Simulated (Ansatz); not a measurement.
`[OH][AlH][NH][SiH3]` + `[O]=[W](=[O])([Cl])[Cl]` → `[SiH3][NH][AlH][Cl]` + `[O]=[W](=[O])([OH])[Cl]`  (redistribution)

Computed with Ansatz on PBE0-D4/def2-TZVP structures; ΔE is electronic, products minus reactants. CCSD(T)/CBS is the MP2 limit (def2-TZVPP, def2-QZVPP) plus CCSD(T) − MP2 in def2-TZVPP, frozen cores. Functionals use def2-TZVPP. def2 core potentials past Kr. For W outer-core shells are correlated without core-valence functions, which leaves a few kJ/mol of doubt a bond. Each species was taken in one conformer, which may not be the lowest.

`[OH][AlH][NH][SiH3]`:

```xyz
10

O     0.237    0.889    2.045
Al   -0.796    1.074    0.717
N    -0.485    0.049   -0.699
Si    0.724   -1.152   -0.978
H     0.155    1.390    2.854
H    -1.991    2.106    0.706
H    -1.121    0.187   -1.474
H     1.573   -1.239    0.234
H     1.580   -0.814   -2.151
H     0.125   -2.489   -1.253
```

`[O]=[W](=[O])([Cl])[Cl]`:

Cartesian coordinates in Å:
```
O -0.081 0.446 1.688
W 0.063 0.042 0.051
O 1.594 0.561 -0.446
Cl -0.065 -2.197 -0.170
Cl -1.511 1.148 -1.124
```

`[SiH3][NH][AlH][Cl]`:

Cartesian coordinates in Å:
```
Si 1.372 -0.225 0.312
N -0.304 -0.585 0.068
Al -1.675 0.427 -0.414
Cl -1.347 2.459 -0.790
H 1.797 -0.529 1.706
H 2.239 -1.024 -0.598
H 1.573 1.218 0.041
H -0.542 -1.556 0.233
H -3.114 -0.185 -0.557
```

`[O]=[W](=[O])([OH])[Cl]`:

Cartesian coordinates in Å:
```
O -1.112 1.516 -0.564
W -0.396 0.050 -0.093
O -1.027 -0.371 1.427
O 1.453 0.303 0.036
Cl -0.924 -1.566 -1.591
H 2.006 0.068 0.786
```

```tsv
level	ΔE (kcal/mol)	difference from CCSD(T)/CBS
LDA (SPW92)	-2.8	-0.9
PBE-D4	-2.7	-0.8
revPBE-D4	-2.8	-0.9
B97M-V	-2.6	-0.7
CAM-B3LYP-D4	-3.4	-1.5
ωB97M-V	-3.6	-1.7
BLYP	-2.1	-0.2
PBE0	-3.2	-1.3
BHLYP	-3.3	-1.4
LC-ωPBE	-4.8	-2.9
HF/def2-SVP	-7.2	-5.3
MP2/def2-SVP	-1.2	0.7
MP2/def2-TZVPP	1.5	3.4
CCSD/def2-TZVPP	-2.7	-0.8
MP2/def2-QZVPP	1.6	3.5
CCSD/CBS(def2)	-2.7	-0.8
CCSD(T)/CBS	-1.9	0
```

What do rigid-rotor, harmonic-oscillator terms from PBE0-D4/def2-TZVP frequencies (298.15 K, 1 bar) make of the CCSD(T)/CBS value? (An estimate is asked.)

Computed: ΔZPE = 0.0 kcal/mol, ΔH = -2.0 kcal/mol, ΔS = 5 J/(mol·K), ΔG = -2.4 kcal/mol.

Largest T1 diagnostic among the species: 0.022, so the coupled-cluster value is less sure than usual.

In def2-TZVPP, CCSD(T) changes the Hartree–Fock value by +3.5 kcal/mol (the triples alone add +0.8 kcal/mol) and MP2 by +6.8 kcal/mol. At CCSD(T), def2-SVP lies −2.2 kcal/mol from the extrapolated value and def2-TZVPP +0.1 kcal/mol. Leaving LDA and LC-ωPBE aside and taking each functional with its dispersion term where it has one, the values, not all of them listed here, spread over 3.1 kcal/mol, from ωB97X-V to B2PLYP.
